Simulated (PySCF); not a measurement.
Species: C7H11FSi.
Cartesian coordinates in Å at the GFN2-xTB level; atoms count from 1:
```xyz
20
C7H11FSi angstrom
C      3.8623    1.3517    0.5837
C      2.9387    0.5920    0.5481
C      1.8022   -0.3027    0.4887
C      0.6743    0.3057   -0.3534
C     -0.5385   -0.6100   -0.4620
F     -0.1067   -1.8372   -0.9631
C     -1.3182   -0.7937    0.8529
Si    -2.7585    0.2659    0.1780
C     -1.6499   -0.0204   -1.3500
H      4.6806    2.0066    0.6205
H      2.1131   -1.2517    0.0431
H      1.4546   -0.5030    1.5063
H      0.3487    1.2534    0.0806
H      1.0547    0.5018   -1.3595
H     -1.5692   -1.8428    0.9953
H     -0.7829   -0.4602    1.7379
H     -2.7684    1.6442    0.6662
H     -4.0890   -0.3331    0.1632
H     -2.0269   -0.7822   -2.0294
H     -1.3261    0.8263   -1.9502
```

Definitions: NICS(0) = −σiso at the ring centroid; NICS(1) = −σiso and NICS(1)zz = −σzz at ±1 Å along the ring normal z. Level: GIAO PBE0/pcSseg-1 (PySCF, non-relativistic, gas phase) on the GFN2-xTB geometry, one conformer.

Ring bond lengths (Å), with Mayer bond orders in brackets: C5–C7 1.540 (0.97), C7–Si8 1.911 (0.93), Si8–C9 1.909 (0.93), C9–C5 1.540 (0.98).

**Question.** Give the NICS values of each ring in ppm.

**Answer.** 
| ring | type | NICS(0) | NICS(1), two faces | NICS(1)zz, two faces | rms pucker (Å) | centre to ring atoms, mean (Å) |
| --- | --- | --- | --- | --- | --- | --- |
| C5–C7–Si8–C9 | 4-membered ring with Si; formal bonds all single | -1.2 | -2.8 / -0.5 | 1.3 / 5.2 | 0.08 | 1.21 |

**Question.** What do they say, and how far can they be read as aromaticity?

**Answer.** 
- C5–C7–Si8–C9: mean NICS(1)zz 3.2 ppm, deshielded. C5, C7, Si8, C9 have four or more neighbours; no verdict on aromaticity is drawn. The two faces differ by 3.9 ppm, so no symmetry operation interchanges them.

**Question.** At the second NICS(1) probe listed for ring C5–C7–Si8–C9, 1 Å off the ring, what do the in-plane components average?

**Answer.** The isotropic value is a third of the trace: (3 × -0.5 − (5.2))/2 = -3.4 ppm.
